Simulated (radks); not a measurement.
Results of a calculation; reference values are marked as such.
Ionisation of Au36+, [Kr] 4d7, to Au37+, [Kr] 4d6, under several functionals. Non-relativistic Kohn-Sham, spin-polarised, spherical densities, point nucleus; open shells are filled with parallel spins first (spin-orbit coupling, left out, can overturn this in heavy ions); a radial shooting solver on a logarithmic mesh with Libxc functionals.

| functional | E(Au36+) (hartree) | Exc (hartree) | IE (eV) | -e(HOMO) (eV) | <r> HOMO (bohr) | IE error (eV) |
|---|---|---|---|---|---|---|
| XLYP | -17128.8076 | -282.9286 | 1649.8 | 1622.0 | 0.3968 | +5.8 |
| PBE | -17126.8982 | -281.0090 | 1650.1 | 1622.4 | 0.3968 | +6.1 |
| OLYP | -17132.2614 | -286.4868 | 1652.7 | 1625.0 | 0.3963 | +8.7 |
| BP86 | -17128.7334 | -282.8634 | 1650.5 | 1622.7 | 0.3967 | +6.5 |
| revTPSS | -17125.4652 | -279.5546 | 1649.7 | 1622.1 | 0.3970 | +5.7 |
| BLYP | -17127.9837 | -282.0996 | 1649.8 | 1622.0 | 0.3967 | +5.8 |
| LDA (Slater exchange, VWN5 correlation) | -17118.0014 | -272.0436 | 1650.5 | 1622.6 | 0.3966 | +6.5 |
| HCTH/407 | -17135.2632 | -289.5609 | 1655.1 | 1627.4 | 0.3960 | +11.1 |
| SOGGA | -17122.1313 | -276.2099 | 1649.9 | 1622.1 | 0.3967 | +5.9 |
| Wu-Cohen GGA | -17125.8292 | -279.9336 | 1650.3 | 1622.5 | 0.3967 | +6.3 |

NIST Atomic Spectra Database: 1644 eV (theoretical). Closest: revTPSS. The Delta-SCF values span 5.32 eV, the total energies 17.26 hartree. The highest occupied level is 4d. Relativity is left out here, which matters for elements this heavy. Open shells are spherical and high-spin; term and fine-structure splittings are not resolved.
